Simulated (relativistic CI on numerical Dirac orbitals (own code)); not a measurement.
Level scheme of Pb24+

Calculated at this level of theory: Dirac-Coulomb-Breit CI, separate exchange-only KLI orbitals for each configuration, model QED (radiative potential, 1s self-energy scaled to tabulated hydrogen-like ionisation energies), unscaled Slater integrals (own radial code, finite nucleus).

Configurations in the expansion (outside the closed core [Ar] 3d10): 4s2.4p6.4d10.4f12, 4s2.4p6.4d10.4f11.5s, 4s2.4p6.4d10.4f10.5s2, 4s2.4p6.4d10.4f11.5p, 4s2.4p6.4d10.4f10.5s.5p, 4s2.4p6.4d9.4f13, 4s2.4p6.4d8.4f14, 4s2.4p5.4d10.4f13, 4s2.4p6.4d9.4f12.5s, 4s2.4p6.4d10.4f11.5f, 4s2.4p6.4d10.4f11.6s, 4s2.4p6.4d10.4f11.6p, 4s.4p6.4d10.4f13, 4s2.4p4.4d10.4f14, 4s2.4p5.4d9.4f14, 4p6.4d10.4f14. Levels of other configurations are missing.

The lowest level is 4s2.4p6.4d10.4f12 3H_6, with 98 % of that term; Hund's rules for 4s2.4p6.4d10.4f12 give 3H with J = 6, in agreement.

| No. | Configuration | Term | J | E (cm⁻¹) | % | Next component (%) | Lifetime (s) |
| --- | --- | --- | --- | --- | --- | --- | --- |
| 1 | 4s2.4p6.4d10.4f12 | 3H | 6 | 0 | 98 | 2 1I |  |
| 2 | 4s2.4p6.4d10.4f12 | 3F | 4 | 10546 | 60 | 35 1G | 1.42e+04 |
| 3 | 4s2.4p6.4d10.4f12 | 3H | 5 | 39138 | 100 |  | 6.33e-04 |
| 4 | 4s2.4p6.4d10.4f12 | 1D | 2 | 41136 | 45 | 43 3F | 3.44e+01 |
| 5 | 4s2.4p6.4d10.4f12 | 3H | 4 | 49767 | 36 | 35 3F | 1.53e-03 |
| 6 | 4s2.4p6.4d10.4f12 | 3F | 3 | 53281 | 100 |  | 8.15e-04 |
| 7 | 4s2.4p6.4d10.4f12 | 3P | 2 | 83862 | 53 | 41 3F | 7.81e-04 |
| 8 | 4s2.4p6.4d10.4f12 | 3H | 4 | 86900 | 59 | 35 1G | 3.86e-04 |
| 9 | 4s2.4p6.4d10.4f12 | 3P | 0 | 91889 | 81 | 19 1S | 7.18e-01 |
| 10 | 4s2.4p6.4d10.4f12 | 1I | 6 | 98450 | 98 | 2 3H | 1.27e-03 |
| 11 | 4s2.4p6.4d10.4f12 | 3P | 1 | 106182 | 100 |  | 1.15e-03 |
| 12 | 4s2.4p6.4d10.4f12 | 1D | 2 | 122969 | 48 | 36 3P | 3.45e-04 |
| 13 | 4s2.4p6.4d10.4f12 | 1S | 0 | 200999 | 81 | 19 3P | 1.16e-04 |
| 14 | 4s2.4p6.4d10.4f11.5s | 5I° | 8 | 524515 | 92 | 8 3K° |  |
| 15 | 4s2.4p6.4d10.4f11.5s | 3I° | 7 | 538397 | 46 | 44 5I° | 1.35e-05 |
| 16 | 4s2.4p6.4d10.4f11.5s | 5F° | 5 | 559078 | 43 | 37 3G° | 3.20e-06 |
| 17 | 4s2.4p6.4d10.4f11.5s | 5I° | 6 | 562684 | 46 | 37 3H° | 2.46e-06 |
| 18 | 4s2.4p6.4d10.4f11.5s | 3H° | 4 | 565856 | 24 | 22 3G° | 1.98e-06 |
| 19 | 4s2.4p6.4d10.4f11.5s | 5I° | 7 | 567901 | 53 | 44 3I° | 2.30e-05 |
| 20 | 4s2.4p6.4d10.4f11.5s | 5I° | 5 | 569634 | 30 | 26 3H° | 1.48e-06 |
| 21 | 4s2.4p6.4d10.4f11.5s | 3I° | 6 | 573430 | 38 | 29 5I° | 5.17e-06 |
| 22 | 4s2.4p6.4d10.4f11.5s | 5S° | 2 | 577521 | 39 | 33 3P° | 7.34e-07 |
| 23 | 4s2.4p6.4d10.4f11.5s | 3D° | 1 | 583178 | 38 | 17 5F° | 6.59e-07 |
| 24 | 4s2.4p6.4d10.4f11.5s | 5I° | 4 | 591228 | 36 | 31 5F° | 4.15e-06 |
| 25 | 4s2.4p6.4d10.4f11.5s | 5F° | 5 | 594509 | 28 | 27 1H° | 3.27e-06 |
| 26 | 4s2.4p6.4d10.4f11.5s | 5F° | 3 | 597719 | 63 | 29 3D° | 1.67e-06 |
| 27 | 4s2.4p6.4d10.4f11.5s | 5G° | 6 | 599283 | 47 | 37 3I° | 7.64e-05 |
| 28 | 4s2.4p6.4d10.4f11.5s | 5F° | 2 | 600780 | 49 | 25 3D° | 2.43e-06 |
| 29 | 4s2.4p6.4d10.4f11.5s | 5F° | 4 | 603194 | 47 | 29 3F° | 7.85e-06 |
| 30 | 4s2.4p6.4d10.4f11.5s | 5I° | 5 | 603584 | 26 | 24 5G° | 7.40e-06 |
| 31 | 4s2.4p6.4d10.4f11.5s | 3F° | 3 | 610953 | 42 | 29 3G° | 1.34e-06 |
| 32 | 4s2.4p6.4d10.4f11.5s | 3K° | 8 | 611882 | 81 | 8 5I° | 5.80e-04 |
| 33 | 4s2.4p6.4d10.4f11.5s | 1D° | 2 | 611910 | 29 | 28 3F° | 8.12e-07 |
| 34 | 4s2.4p6.4d10.4f11.5s | 3S° | 1 | 613399 | 44 | 36 5F° | 1.17e-06 |
| 35 | 4s2.4p6.4d10.4f11.5s | 5G° | 4 | 614867 | 42 | 23 3G° | 3.10e-06 |
| 36 | 4s2.4p6.4d10.4f11.5s | 5G° | 5 | 615624 | 42 | 21 3G° | 4.70e-06 |
| 37 | 4s2.4p6.4d10.4f11.5s | 3K° | 7 | 616829 | 52 | 25 1K° | 2.65e-06 |
| 38 | 4s2.4p6.4d10.4f11.5s | 5G° | 3 | 618129 | 27 | 26 3G° | 1.17e-06 |
| 39 | 4s2.4p6.4d10.4f11.5s | 3H° | 6 | 625009 | 48 | 21 3I° | 4.07e-06 |
| 40 | 4s2.4p6.4d10.4f11.5s | 3F° | 4 | 627577 | 34 | 25 3G° | 3.19e-06 |
| 41 | 4s2.4p6.4d10.4f11.5s | 3G° | 5 | 632352 | 40 | 27 3H° | 3.03e-06 |
| 42 | 4s2.4p6.4d10.4f11.5s | 3P° | 0 | 632858 | 85 | 15 5D° | 3.88e-07 |
| 43 | 4s2.4p6.4d10.4f11.5s | 3D° | 3 | 633575 | 39 | 32 5D° | 9.75e-07 |
| 44 | 4s2.4p6.4d10.4f11.5s | 3G° | 4 | 635373 | 32 | 26 5I° | 1.10e-05 |
| 45 | 4s2.4p6.4d10.4f11.5s | 3K° | 6 | 635470 | 66 | 23 3I° | 2.16e-06 |

Energies count from the lowest computed level; ° marks odd parity; lifetimes are radiative, by E1, M1, E2, M2 decay to levels of this space only; some are left blank where a channel outside the calculation adds to the decay or the decay crosses a small, uncertain gap.

The mean weight of the leading LS term, summed over parents, in these 45 levels is 53 %, and that of the leading jj configuration (from the same eigenvectors) 78 %, so jj coupling describes them better and the LS labels are nominal.

At this charge transitions that keep the count of f electrons are usually good to a few per cent. Terms inside the open d or f shell come out 10 to 20 % too wide with unscaled integrals. Levels that differ in their count of f electrons can be misplaced by several ten thousand cm⁻¹, since the correlation energy of f electrons is missing or only estimated; rates across such gaps can be off by orders of magnitude.

LS names give the leading component of a level, which can be under half, so a name can repeat, a term be missing and a line seem to break the LS rules.
